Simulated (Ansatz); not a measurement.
## Redistribution: C2H4F2 + C2H3FI2 → C2H3F2I + C2H4FI

Species: C2H4F2 (1,2-difluoroethane) `FCCF`, singlet; C2H3FI2 `FC(I)CI`, singlet; C2H3F2I `FCC(F)I`, singlet; C2H4FI `CC(F)I`, singlet. The partners trade H for I; both sit on C, so the bond types are kept.

Shapes, held fixed at every level: PBE0-D4/def2-TZVP. Flexible molecules stand in one conformer, not always the lowest. Programs: Ansatz 0.2.0. The zero-point and thermal change to 298 K, harmonic and unscaled (PBE0-D4/def2-TZVP), is -1.5 kJ/mol.

(1) Estimate ΔH(298 K) of this reaction.

Results:

(1) The highest level, CCSD(T)/def2-TZVPP, gives ΔH(298 K) = -2.4 kJ/mol; the levels span -9.0 to +5.2. That is about zero within the method's error. They disagree on the sign: 1 of 7 are positive. The column of differences is taken from that level and isn't an error. No measured value is set beside it here. For atoms past krypton def2 sets carry core potentials with scalar relativity. Outer-core shells of I are correlated in most correlated rows, in sets that cover them unevenly.

```json
{"level": "HF/def2-SVP", "kind": "Hartree–Fock", "ΔH(298 K) (kJ/mol)": "+5.2", "less CCSD(T)/def2-TZVPP": "+7.6"}
{"level": "r2SCAN-D4/def2-TZVPP", "kind": "meta-GGA", "ΔH(298 K) (kJ/mol)": "-9.0", "less CCSD(T)/def2-TZVPP": "-6.6"}
{"level": "r2SCAN0-D4/def2-TZVPP", "kind": "global hybrid", "ΔH(298 K) (kJ/mol)": "-5.7", "less CCSD(T)/def2-TZVPP": "-3.3"}
{"level": "wB97M-V/def2-TZVPP", "kind": "range-separated hybrid", "ΔH(298 K) (kJ/mol)": "-5.7", "less CCSD(T)/def2-TZVPP": "-3.3"}
{"level": "MP2/def2-SVP", "kind": "perturbation theory", "ΔH(298 K) (kJ/mol)": "-1.9", "less CCSD(T)/def2-TZVPP": "+0.5"}
{"level": "MP2/def2-TZVPP", "kind": "perturbation theory", "ΔH(298 K) (kJ/mol)": "-1.0", "less CCSD(T)/def2-TZVPP": "+1.4"}
{"level": "CCSD(T)/def2-TZVPP", "kind": "coupled cluster or CI", "ΔH(298 K) (kJ/mol)": "-2.4", "less CCSD(T)/def2-TZVPP": "0.0"}
```
